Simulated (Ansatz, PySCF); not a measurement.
BaF2, SMILES [F][Ba][F].

Geometry: PBE0-D3(BJ)/def2-TZVP. The isomer is the one that the SMILES or the coordinates give; other isomers of the formula were not compared. The def2 effective core potentials stand for the cores of Ba; spin–orbit coupling is left out.

Vertical ionisation energy (IE) and electron affinity (EA) in eV. Rows of orbital energies are one-electron estimates. Where ΔSCF, EOM or ADC give a negative EA the extra electron is unbound and the value depends on the basis.

```json
[
 {"level": "−ε(HOMO), −ε(LUMO), CAM-B3LYP/def2-TZVPD (PySCF)", "IE": "9.75", "EA": "0.95"},
 {"level": "−ε(HOMO), −ε(LUMO), PBE/def2-TZVPD (PySCF)", "IE": "___", "EA": "___"},
 {"level": "ΔSCF, PBE0/def2-TZVPD (Ansatz), final states of multiplicity 2 and 2", "IE": "10.63", "EA": "0.47"},
 {"level": "ΔSCF, PBE/def2-TZVPD (Ansatz), final states of multiplicity 2 and 2", "IE": "10.20", "EA": "0.48"}
]
```

### Question
What belongs in the gaps? (The exact figures need the calculation; the answer reports its results.)

### Answer

- −ε(HOMO), −ε(LUMO), PBE/def2-TZVPD (PySCF), IE: 6.48
- −ε(HOMO), −ε(LUMO), PBE/def2-TZVPD (PySCF), EA: 1.88

### Question
What vertical singlet–triplet gap does ΔSCF give with PBE0/def2-TZVPD (Ansatz, a program for electronic structure) and with PBE/def2-TZVPD (Ansatz)? (Estimate from the structure and the level; the computed values follow.)

### Answer
5.98 and 5.48 eV (triplet above singlet where positive).
